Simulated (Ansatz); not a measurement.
`C[O][Hf]1234([F])([N](C)C)[C@H]5[C@@H]1[C@@H]2[C@@H]3[C@H]54`, relaxed with RKS PBE0-D4/def2-TZVP in the Gaussian-basis code of Ansatz from a GFN2-xTB geometry. The force threshold is 0.005 eV/Å; the program also tests the step.

Charge 0, multiplicity 1. Hf takes the def2 core potential.

Start:

```xyz
26

C     1.488   -1.652    1.687
O     0.531   -1.617    0.672
Hf   -0.374   -0.023    0.331
F    -0.443    0.724    2.059
N     1.005    1.100   -0.544
C     1.881    1.744    0.425
C     1.804    0.363   -1.514
C    -2.473    0.992   -0.377
C    -1.888    0.393   -1.517
C    -1.861   -1.008   -1.308
C    -2.447   -1.270   -0.046
C    -2.826   -0.037    0.524
H     2.502   -1.516    1.275
H     1.301   -0.875    2.446
H     1.463   -2.632    2.183
H     2.542    2.467   -0.076
H     1.276    2.286    1.157
H     2.524    1.016    0.955
H     2.461    1.051   -2.067
H     2.449   -0.398   -1.038
H     1.148   -0.132   -2.237
H    -2.743    2.035   -0.282
H    -1.645    0.901   -2.441
H    -1.602   -1.754   -2.048
H    -2.686   -2.250    0.345
H    -3.387    0.092    1.440
```

By how much does the energy fall, and how many steps does the optimiser take? (Estimate.)

Computed: 28.31 kcal/mol, in 34 steps.

Which bonds change most? (Estimate.)

Ansatz gave: Hf3–C10 from 2.423 to 2.539 Å; Hf3–C9 from 2.426 to 2.538 Å; Hf3–C8 from 2.437 to 2.523 Å; Hf3–C11 from 2.449 to 2.523 Å.

Give the relaxed structure. (Best estimate.)

Computed: 
```xyz
26

C     0.838   -1.975    2.540
O     0.463   -0.849    1.828
Hf   -0.330    0.386    0.577
F    -0.674    1.972    1.641
N     1.187    0.925   -0.676
C     2.304    1.399    0.115
C     1.483    0.973   -2.079
C    -2.676    0.649   -0.314
C    -1.862    0.453   -1.446
C    -1.341   -0.862   -1.389
C    -1.834   -1.475   -0.222
C    -2.651   -0.538    0.452
H     1.829   -2.324    2.225
H     0.880   -1.756    3.613
H     0.126   -2.797    2.390
H     2.557    2.443   -0.123
H     2.080    1.368    1.190
H     3.205    0.788   -0.039
H     1.716    1.997   -2.409
H     2.356    0.351   -2.332
H     0.641    0.618   -2.673
H    -3.193    1.560   -0.051
H    -1.662    1.184   -2.215
H    -0.674   -1.314   -2.108
H    -1.607   -2.476    0.115
H    -3.162   -0.699    1.390
```
